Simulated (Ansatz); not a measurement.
```yaml
atoms:
  - { symbol: B, position_ang: [0.0000, 0.0000, 0.0000] }
  - { symbol: H, position_ang: [1.3031, 0.0000, 0.0000] }
  - { symbol: H, position_ang: [-0.6515, 1.1285, 0.0000] }
  - { symbol: H, position_ang: [-0.6515, -1.1285, 0.0000] }
```

Basis set: cc-pVDZ (spherical functions). Correlated methods keep 1 orbital frozen. Charge 0, multiplicity 1.

Computed with Ansatz (development build ahead of 0.2.0); each method stands on the lowest determinant of its kind that the runs found. Restricted open shells among the atoms or ions are ROHF, correlated in semicanonical orbitals with singles.

Problem. Give the atomization energy at this shape (free ground-state atoms in the same class of orbitals less the molecule, no zero-point energy) of singlet BH3 by RHF-MP2, RHF.

Solution.

```
 method  atomization energy
RHF-MP2     255.53 kcal/mol
    RHF     221.48 kcal/mol
```

Caution: the shape is not the minimum.
